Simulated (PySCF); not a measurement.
## How methods differ on the excitation energy of W²⁺

W²⁺ [Xe] 4f14 5d4 (5D) → W²⁺ [Xe] 4f14 5d3 6s1 (5F), as a difference of total energies. Computed with PySCF 2.14 in ANO-RCC-VTZP (8s7p5d3f2g1h, 104 functions), with scalar relativity by spin-free X2C-1e. Correlated levels: valence: [Xe] 4f14 frozen. The calculations carry no spin-orbit coupling.

```tsv
method	excitation energy (cm⁻¹)
UHF	10982
LDA	8903.9
PBE	8675.7
PBE0	10272
r2SCAN	7570.6
MP2 (valence)	11746
SCS-MP2 (valence)	11236
```

A first-order spin-orbit estimate (lowest level to lowest level, LS coupling) adds -0.198 eV.

The basis was made for the ground configuration and has no added diffuse functions, so the excitation energy can come out too high.
